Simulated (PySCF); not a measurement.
A calculated (PBEsol, PySCF 2.14, ANO-RCC-VTZP, the spin-free X2C one-electron Hamiltonian (Gaussian nucleus)) atom or ion has these occupied shells.

```csv
shell,electrons,orbital energy (eV),"rms radius, mean of both spins (bohr)"
1s α,1,-7587.3,0.0649
1s β,1,-7587.2,0.0649
2s α,1,-906.83,0.277
2s β,1,-905.25,0.277
2p α,3,-778.26,0.249
2p β,3,-777.04,0.249
3s α,1,-112.40,0.833
3s β,1,-108.94,0.833
3p α,3,-75.804,0.888
3p β,3,-72.381,0.888
3d α,5,-18.439,1.21
3d β,2,-15.751,1.21
4s α,1,-13.575,2.82
```

(1) Name the element and its charge.

Results:

(1) Co+ (cobalt, charge +1), in [Ar] 3d7 4s1, high-spin 5F determinant (an excited configuration).
